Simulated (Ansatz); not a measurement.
A nudged elastic band was laid between two geometries of GeH4O + H2 (8 atoms, charge 0, multiplicity 1).

Theory: RKS B3LYP-D4/def2-mTZVP (Ansatz).

```yaml
movable_images: 7
climbing_image: yes
spring: 5.0 eV/Å²
optimiser: quadratic models (default)
start_path: through a guess of the saddle point
force_threshold: 0.05 eV/Å
iteration_limit: 60
end_points: relaxed
```

First end point:

```xyz
8
Properties=species:S:1:pos:R:3
Ge -0.383 0.400 -0.183
O -0.230 -0.237 1.495
H -1.052 -0.191 2.001
H 1.017 0.202 -0.778
H -0.773 1.894 -0.145
H -1.453 -0.401 -0.958
H 2.108 -2.534 1.866
H 1.572 -2.018 1.839
```

Last end point:

```xyz
8
Properties=species:S:1:pos:R:3
Ge 0.449 0.034 -0.581
O -0.380 -0.687 2.517
H -1.273 -1.030 2.661
H 0.854 0.362 -2.033
H 0.369 1.340 0.220
H -0.919 -0.666 -0.603
H 1.509 -0.901 0.021
H 0.199 -1.338 2.937
```

What changes between the two ends?

Bonds broken: Ge1–O2, H7–H8. Bonds formed: Ge1–H7, O2–H8. GeH4O + H2 becomes GeH4 + H2O.

Give the energies along the band, and the barrier.

It converged. The highest image is number 4 of 0 to 8, 202.0 kJ/mol above the first end and 206.4 kJ/mol above the last; the last end lies 4.4 kJ/mol below the first. Neighbouring images differ by up to 1.7 eV, so the band resolves the path poorly. A vibrational analysis at the climbing image gives one clearly imaginary mode, 1451i cm⁻¹: a first-order saddle point. The orbitals stay closed-shell, which can raise the energy where a bond breaks towards radicals; this wasn't checked here.

| image | path coordinate (Å) | energy (kJ/mol) | Ge1–O2 (Å) | H7–H8 (Å) | Ge1–H7 (Å) |
| --- | --- | --- | --- | --- | --- |
| 0 | 0.00 | 0.0 | 1.80 | 0.74 | 4.36 |
| 1 | 0.90 | 0.3 | 1.80 | 0.74 | 4.02 |
| 2 | 1.79 | 2.1 | 1.80 | 0.74 | 3.41 |
| 3 | 2.69 | 38.0 | 1.83 | 0.75 | 2.60 |
| 4 | 3.59 | 202.0 | 2.04 | 1.11 | 1.98 |
| 5 | 4.71 | 40.8 | 2.90 | 1.64 | 1.56 |
| 6 | 5.84 | 1.7 | 3.77 | 2.20 | 1.54 |
| 7 | 6.97 | -2.0 | 3.42 | 2.65 | 1.54 |
| 8 | 8.10 | -4.4 | 3.29 | 3.23 | 1.54 |

What is the geometry of the highest image?


```xyz
8
Properties=species:S:1:pos:R:3:forces:R:3
Ge 0.097 -0.071 -0.066 0.01 0.01 -0.01
O 0.090 -0.178 1.969 -0.02 0.00 0.02
H -0.793 -0.250 2.373 0.01 0.01 0.01
H 1.469 0.278 -0.655 -0.01 0.00 0.01
H -0.711 1.256 0.052 0.01 -0.01 0.00
H -0.776 -1.029 -0.893 0.00 0.00 -0.01
H 0.895 -1.701 0.722 -0.01 0.01 0.00
H 0.535 -1.190 1.635 0.01 -0.01 -0.02
```

Run time: 6 min on 1 thread of Arm Neoverse V1, on a shared host, peak memory 0.14 GiB.
